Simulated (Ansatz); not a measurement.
`[BH2][GaH][Se]C` + `[Cl][GaH2]` → `C[Se][GaH][Cl]` + `[BH2][GaH2]` at 600 K and 1 bar (formal exchange of groups at the Se–Ga bond).

Calculated with Ansatz (gas phase, PBE0-D4/def2-TZVP geometries, no zero-point term in ΔE). CBS: MP2 limit from def2 TZ/QZ plus the TZ coupled-cluster correction, frozen cores. For Ga, Se outer-core shells are correlated without core-valence functions, which leaves a few kJ/mol of doubt a bond. Scalar relativity is left out up to krypton. Each species was taken in one conformer, which may not be the lowest.

| species | CCSD(T)/CBS energy (Eh) | H − E (kJ/mol) | S (J/(mol·K)) |
| --- | --- | --- | --- |
| `[BH2][GaH][Se]C` | -4391.09380 | 233.9 | 474.4 |
| `[Cl][GaH2]` | -2384.95520 | 67.6 | 305.5 |
| `C[Se][GaH][Cl]` | -4824.97287 | 177.7 | 452.9 |
| `[BH2][GaH2]` | -1951.07352 | 123.1 | 325.5 |

H − E and S are ideal-gas, rigid-rotor, harmonic terms from PBE0-D4/def2-TZVP, for one conformer and one mirror image of each species. 1 Eh = 2625.50 kJ/mol, R = 8.31446 J/(mol·K).

Problem. By hand: ΔE, ΔH, ΔS and ΔG.

Solution. ΔE = (-4824.97287) + (-1951.07352) − (-4391.09380) − (-2384.95520) = 0.00261 Eh = 6.9 kJ/mol. Δ(H − E) = 177.7 + 123.1 − 233.9 − 67.6 = -0.7, so ΔH = 6.2 kJ/mol. ΔS = 452.9 + 325.5 − 474.4 − 305.5 = -1.5 J/(mol·K). ΔG = 6.2 − 600 × (-1.5)/1000 = 7.1 kJ/mol.

Problem. By hand: the equilibrium constant, and the temperature at which ΔG would vanish if ΔH and ΔS stayed fixed.

Solution. log₁₀ K = −ΔG/(RT ln 10) = -0.6. ΔH and −TΔS have one sign here, so there is no such temperature. One of them is within its doubt of zero, so this could turn.

The number of gas molecules stays the same, so ΔS is small and ΔH decides. A doubt of 5 kJ/mol in ΔE shifts log₁₀ K by 0.4 here. Other conformers and mirror images would add mixing entropy, several J/(mol·K) or more a flexible species. Modes under 60 cm⁻¹, often nearly free rotors, make the harmonic entropy too high. These are equilibria of isolated gas molecules and say nothing of rates. Largest T1 diagnostic: 0.014 (customary marks: 0.02 for closed shells, 0.045 for open ones).
